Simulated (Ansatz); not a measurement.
The same group exchange along the group S, Se, Te.

Program: Ansatz. Geometries: PBE0-D4/def2-TZVP. ΔE: electronic, gas phase. CCSD(T)/CBS adds triple-zeta CCSD(T) − MP2 to the extrapolated MP2 energy (def2 sets, frozen cores). This one scheme is used for every species. DFT in def2-TZVPP. B3LYP here is the variant with VWN-RPA as its local correlation; programs differ in this. def2 core potentials past Kr. For Ge, Se, Te outer-core shells are correlated without core-valence functions, which leaves a few kJ/mol of doubt a bond. Scalar relativity is left out up to krypton. Each species was taken in one conformer, which may not be the lowest.

```
                                             reaction  ωB97M-V (kJ/mol)  B3LYP-D4 (kJ/mol)  MP2/CBS(def2) (kJ/mol)  CCSD(T)/CBS(def2) (kJ/mol)
    `C=C[S][GeH3]` + `C[SiH3]` → `C=CS[SiH2]C` + GeH₄               -17                -15                     -17                         -17
`C=C[Se][GeH3]` + `C[SiH3]` → `C=C[Se][SiH2]C` + GeH₄                -8                 -6                     -10                          -9
`C=C[Te][GeH3]` + `C[SiH3]` → `C=C[Te][SiH2]C` + GeH₄                 1                  3                      -1                           0
```

Largest T1 diagnostic: 0.012, for `C=C[S][GeH3]`.
